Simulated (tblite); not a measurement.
C8H8Cl (doublet state).
Numbering: `[CH3:1][C:2]#[C:3][C:4]1=[CH:5][CH2:6][C:7]([Cl:8])[CH2:9]1` (hydrogens: H10, H11, H12 on C1; H13 on C5; H14, H15 on C6; H16, H17 on C9)
Bond orders are those of one Lewis drawing.

Computed with GFN2-xTB (tblite), gas phase: L-BFGS steps from a force-field or distance-geometry start until the largest atomic force falls under 0.01 eV/Å.

Step 3: E = -696.9481 eV
```
atom  x, y, z in Å  |  force x, y, z in eV/Å
C1      3.6860   -0.7187   -0.2478   -0.016  -0.167  -0.043
C2      2.2866   -0.4254   -0.0400    0.107   0.052  -0.063
C3      1.1201   -0.1972    0.1432   -0.448  -0.017  -0.018
C4     -0.2476    0.1217    0.3250    0.667  -1.428   0.250
C5     -0.7717    1.3247    0.2478   -0.085   1.441  -0.128
C6     -2.2322    1.3084    0.5328   -0.010   0.046  -0.334
C7     -2.4523   -0.0401    1.1477   -0.261  -0.003  -0.609
Cl8    -3.9826   -0.7558    0.7886   -0.482   0.002   0.473
C9     -1.3194   -0.8977    0.6920    0.399   0.224  -0.391
H10     4.2970   -0.1896    0.4831   -0.027  -0.093   0.081
H11     4.0136   -0.4026   -1.2407   -0.140  -0.041   0.019
H12     3.8282   -1.8004   -0.1527    0.140   0.183   0.017
H13    -0.2376    2.2520    0.0394   -0.209  -0.395   0.003
H14    -2.4967    2.1596    1.1405   -0.464   0.238   0.122
H15    -2.7910    1.2979   -0.4264    0.033   0.523   0.335
H16    -1.7113   -1.3994   -0.2138    0.632  -0.259   0.197
H17    -0.9961   -1.6254    1.4209    0.164  -0.307   0.087
```

Step 4: E = -697.0240 eV
```
atom  x, y, z in Å  |  force x, y, z in eV/Å
C1      3.6820   -0.7204   -0.2478    0.154  -0.024  -0.031
C2      2.2896   -0.4240   -0.0418   -0.409   0.111   0.029
C3      1.1189   -0.2004    0.1415    0.038  -0.139  -0.057
C4     -0.2429    0.1103    0.3294    0.288  -0.224   0.095
C5     -0.7671    1.3315    0.2458   -0.065   0.232   0.045
C6     -2.2299    1.3114    0.5278   -0.006   0.321   0.016
C7     -2.4582   -0.0405    1.1218   -0.102  -0.033  -0.288
Cl8    -3.9946   -0.7558    0.8018   -0.384   0.012   0.384
C9     -1.3116   -0.8925    0.6874    0.226  -0.211  -0.006
H10     4.2947   -0.1943    0.4825   -0.002  -0.040   0.109
H11     4.0096   -0.4049   -1.2374   -0.094   0.002  -0.087
H12     3.8322   -1.7935   -0.1526    0.123  -0.062   0.032
H13    -0.2413    2.2467    0.0390    0.032  -0.041  -0.074
H14    -2.5105    2.1675    1.1436   -0.296  -0.071  -0.044
H15    -2.7904    1.3090   -0.4159   -0.097   0.545  -0.018
H16    -1.6960   -1.4041   -0.2067    0.555  -0.349  -0.033
H17    -0.9917   -1.6340    1.4213    0.038  -0.029  -0.072
```

Step 5: E = -697.0767 eV
```
atom  x, y, z in Å  |  force x, y, z in eV/Å
C1      3.6794   -0.7205   -0.2479    0.117   0.014  -0.005
C2      2.2884   -0.4211   -0.0436   -0.226   0.025   0.024
C3      1.1176   -0.2070    0.1387    0.135  -0.130  -0.038
C4     -0.2340    0.1048    0.3342   -0.159   0.229   0.065
C5     -0.7619    1.3306    0.2453   -0.119  -0.040   0.142
C6     -2.2259    1.3238    0.5265   -0.084   0.068   0.058
C7     -2.4660   -0.0420    1.0834    0.064  -0.063   0.126
Cl8    -4.0150   -0.7556    0.8245   -0.171   0.069   0.269
C9     -1.3008   -0.8938    0.6872   -0.047  -0.220   0.031
H10     4.2914   -0.2013    0.4827    0.058   0.068   0.172
H11     4.0032   -0.4079   -1.2346   -0.027   0.065  -0.213
H12     3.8392   -1.7872   -0.1518    0.079  -0.244   0.038
H13    -0.2435    2.2427    0.0368    0.172   0.109  -0.111
H14    -2.5317    2.1739    1.1450   -0.116  -0.176  -0.026
H15    -2.7926    1.3313   -0.4057   -0.139   0.576  -0.285
H16    -1.6686   -1.4158   -0.1995    0.472  -0.433  -0.252
H17    -0.9864   -1.6428    1.4182   -0.010   0.084   0.008
```

Task: Estimate the geometry and energy of step 6. (The exact step hangs on the optimiser's Hessian estimate; all steps are aligned on step 5, rigid shifts and turns removed.)

Result: E = -697.1117 eV, largest force 0.660 eV/Å
```
atom  x, y, z in Å  |  force x, y, z in eV/Å
C1      3.6790   -0.7207   -0.2479    0.119   0.003  -0.002
C2      2.2874   -0.4196   -0.0450   -0.056  -0.043   0.017
C3      1.1164   -0.2130    0.1366    0.061  -0.073  -0.002
C4     -0.2317    0.1033    0.3391   -0.264   0.416   0.015
C5     -0.7606    1.3317    0.2474   -0.095  -0.154   0.162
C6     -2.2253    1.3314    0.5254   -0.186  -0.089   0.029
C7     -2.4699   -0.0442    1.0610    0.085  -0.095   0.243
Cl8    -4.0313   -0.7540    0.8442    0.028   0.126   0.212
C9     -1.2946   -0.8971    0.6862   -0.227  -0.185   0.027
H10     4.2904   -0.2044    0.4862    0.046   0.087   0.129
H11     3.9986   -0.4085   -1.2368   -0.002   0.068  -0.177
H12     3.8452   -1.7873   -0.1506    0.037  -0.223   0.024
H13    -0.2420    2.2415    0.0334    0.199   0.132  -0.106
H14    -2.5478    2.1756    1.1462   -0.007  -0.223   0.014
H15    -2.7962    1.3566   -0.4038   -0.103   0.532  -0.337
H16    -1.6419   -1.4315   -0.1993    0.400  -0.421  -0.314
H17    -0.9828   -1.6477    1.4173   -0.034   0.141   0.067
```

The energy changes by -0.0350 eV. The first-order estimate −F·Δx gives -0.0436 eV and the mean of the old and new forces, exact on a quadratic surface, -0.0350 eV. The step makes an angle of 54° with the force vector and moves no atom by more than 0.031 Å.

The cost below is that of the whole relaxation. Time: 0.45 s of wall time. Hardware: an Arm Neoverse V2 with one thread (shared host).
